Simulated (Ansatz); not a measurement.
The cluster Zn2Te⁺, relaxed as a doublet with UKS PBE-D4/def2-TZVP in Ansatz, starting from the GFN1-xTB geometry. Force threshold 0.02 eV/Å.

In the def2 sets Te takes a core potential; there is no spin–orbit coupling. The relaxation made no stability test and no search for a lower SCF solution. Another isomer (doublet) lies 0.03 eV lower at PBE0-D4/def2-TZVP; other spin states weren't run for this one.

Start:

```xyz
3

Zn    0.912   -0.060    1.373
Zn   -1.294    0.920   -0.439
Te    0.381   -0.860   -0.934
```

| step | energy (eV) | largest force component (eV/Å) | SCF passes |
| --- | --- | --- | --- |
| 1 | -104111.7595 | 0.502 | 25 |
| 2 | -104111.7813 | 0.059 | 28 |
| 3 | -104111.7856 | 0.066 | 23 |
| 4 (rejected) | -104111.7824 | 0.183 | 30 |
| 5 | -104111.7970 | 0.036 | 29 |
| 6 | -104111.7988 | 0.010 | 26 |

Force components are those of the run's own axes.

End:

```xyz
3

Zn    0.792    0.022    1.327
Zn   -1.207    0.912   -0.314
Te    0.415   -0.934   -1.012
```

By distances, no bond broke or formed. The bond that changes most is Zn2–Te3, from 2.49 to 2.56 Å (atoms count from 1).

No frequencies were taken in this run, so the end may be a saddle point.

It took 11 s on 4 threads of Arm Neoverse V2 on a shared host.
